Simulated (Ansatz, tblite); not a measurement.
Forces on the cluster Sn5Cl4⁺ at its PBE-D4/def2-SVP geometry. Total charge 1; doublet.

In the def2 sets Sn takes a core potential; there is no spin–orbit coupling. The xTB rows come from tblite. The structure comes from a short search, and lower isomers may exist.

GFN1-xTB (tblite), largest force 1.44 eV/Å:

```xyz
9
positions Å, forces eV/Å
Sn   -1.612    0.582    3.292    0.590   -0.389   -0.559
Sn   -0.090   -1.781    0.578    0.409    1.356   -0.256
Sn   -1.434    1.266   -2.575    0.717   -0.681    0.756
Sn   -1.241    1.078    0.447    0.720   -0.412   -0.288
Sn    1.803    1.088   -0.064   -0.664   -0.785   -0.586
Cl    2.379   -1.427   -0.285   -0.836    0.467    0.286
Cl    1.208    1.302   -2.613   -0.678   -0.059    0.656
Cl   -1.498   -1.219   -1.968    0.504    0.460    0.668
Cl    0.486   -0.888    3.188   -0.763    0.043   -0.678
```

GFN2-xTB (tblite), largest force 0.94 eV/Å:

```
Sn 0.638 -0.360 -0.086
Sn 0.402 -0.207 -0.296
Sn 0.301 -0.754 -0.184
Sn 0.025 0.272 0.371
Sn 0.437 -0.052 -0.619
Cl -0.803 0.412 0.279
Cl -0.444 -0.001 0.493
Cl 0.215 0.521 0.044
Cl -0.772 0.170 -0.002
```

PBE0-D4/def2-SVP (Ansatz), largest force 0.28 eV/Å:

```
Sn 0.165 -0.036 -0.163
Sn 0.092 0.099 -0.066
Sn 0.099 -0.179 0.149
Sn 0.134 -0.144 0.057
Sn -0.055 -0.145 -0.112
Cl -0.220 0.168 0.070
Cl -0.124 -0.045 0.179
Cl 0.072 0.179 -0.010
Cl -0.163 0.102 -0.104
```
